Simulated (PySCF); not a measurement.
Spinor energies of Zn (zinc, neutral)

Start: [Ar] 3d9 4s2 4p1; 3d3/2 filled at m_j = -3/2, -1/2, +1/2, +3/2; 3d5/2 filled at m_j = -3/2, -1/2, +1/2, +3/2, +5/2; 4p3/2 filled at m_j = +3/2. Calculated with PySCF 2.14 in x2c-TZVPall-2c (6s7p4d1f, 54 functions): generalised Hartree-Fock with the X2C-1e Hamiltonian and a Gaussian nucleus; one run each with spin-orbit coupling (SO) switched off, then screened by Boettger's factors. This is a chosen level, not necessarily the ground level.

```csv
spinor shell,electrons,"ε, spin-free (eV)","ε, screened SO (eV)",weight of nominal j (screened SO),"rms radius, screened SO (bohr)"
1s1/2,2,-9738.8,-9738.7,1.000,0.0580
2s1/2,2,-1243.4,-1243.4,1.000,0.244
2p1/2,2,-1074.6,-1091.3,0.999,0.217
2p3/2,4,-1074.6,-1066.5,1.000,0.220
3s1/2,2,-166.68,-166.69,1.000,0.726
3p1/2,2,-113.88,-117.32,0.955,0.761
3p3/2,4,-113.88,-112.22,0.977,0.772
3d3/2,4,-29.560,-30.281,0.830,0.930
3d5/2,5,-29.560,-29.028,0.864,0.945
4s1/2,2,-10.914,-10.922,0.999,2.74
4p3/2,1,-5.538,-5.497,1.000,3.13
```

| quantity | spin-free | screened SO |
| --- | --- | --- |
| E (hartree) | -1793.88026 | -1793.93515 |
| M_J | 4 | 4 |
| ⟨J²⟩ | 20.023 | 20.023 |
| ⟨L²⟩ | 12.018 | 12.019 |
| ⟨S²⟩ | 2.005 | 2.007 |

Each row is a mean over spinors that exchange with the open shell spreads, by up to 8.237 eV (3p3/2).

Rows whose weight is well below 1 are mixtures of j = l ± 1/2: exchange outweighs spin-orbit coupling there, and the label is only the starting occupation.

Without spin-orbit coupling the j labels of p, d and f shells carry no meaning; the spin-free column gives the mean over the occupied spinors of each nl shell.
